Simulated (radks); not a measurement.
Effect of the nuclear size on the thulium ion Tm+, [Xe] 4f13 6s1. Method: Dirac Kohn-Sham, PBE, spin-unpolarised, spherical densities, finite nucleus; open shells fill j = l - 1/2 first; Fermi nuclear charge, rms radius 5.2256 fm; computed with a radial shooting solver on a logarithmic mesh with Libxc functionals. The rms radius is varied about that value; shifts are against it.

[
 {"rms radius (fm)": "4.5045", "total energy shift (eV)": "-9.04", "density at nucleus (e/bohr^3)": "9.927e+05", "1s1/2 shift (meV)": "-3700", "2s1/2 shift (meV)": "-498", "4p1/2 shift (meV)": "0.079", "5s1/2 shift (meV)": "-3.93", "5p1/2 shift (meV)": "0.215", "6s1/2 shift (meV)": "-0.311", "6p1/2 (empty) shift (meV)": "0.084"},
 {"rms radius (fm)": "4.8128", "total energy shift (eV)": "-5.29", "density at nucleus (e/bohr^3)": "9.733e+05", "1s1/2 shift (meV)": "-2160", "2s1/2 shift (meV)": "-291", "4p1/2 shift (meV)": "0.046", "5s1/2 shift (meV)": "-2.30", "5p1/2 shift (meV)": "0.126", "6s1/2 shift (meV)": "-0.182", "6p1/2 (empty) shift (meV)": "0.049"},
 {"rms radius (fm)": "5.2256", "total energy shift (eV)": "0", "density at nucleus (e/bohr^3)": "9.497e+05", "1s1/2 shift (meV)": "0.000", "2s1/2 shift (meV)": "0.000", "4p1/2 shift (meV)": "0.000", "5s1/2 shift (meV)": "0.000", "5p1/2 shift (meV)": "0.000", "6s1/2 shift (meV)": "0.000", "6p1/2 (empty) shift (meV)": "0.000"},
 {"rms radius (fm)": "5.6227", "total energy shift (eV)": "5.38", "density at nucleus (e/bohr^3)": "9.291e+05", "1s1/2 shift (meV)": "2200", "2s1/2 shift (meV)": "296", "4p1/2 shift (meV)": "-0.045", "5s1/2 shift (meV)": "2.34", "5p1/2 shift (meV)": "-0.128", "6s1/2 shift (meV)": "0.185", "6p1/2 (empty) shift (meV)": "-0.050"},
 {"rms radius (fm)": "5.9154", "total energy shift (eV)": "9.51", "density at nucleus (e/bohr^3)": "9.152e+05", "1s1/2 shift (meV)": "3890", "2s1/2 shift (meV)": "524", "4p1/2 shift (meV)": "-0.080", "5s1/2 shift (meV)": "4.13", "5p1/2 shift (meV)": "-0.226", "6s1/2 shift (meV)": "0.327", "6p1/2 (empty) shift (meV)": "-0.088"}
]

Slopes of the eigenvalues against <r^2> in GHz/fm^2, as finite differences over the two radii next to the reference (eigenvalue slopes, not the field-shift constants of lines): 1s1/2 125000, 2s1/2 16800, 4p1/2 -2.60, 5s1/2 133, 5p1/2 -7.25, 6s1/2 10.5, 6p1/2 (empty) -2.83.
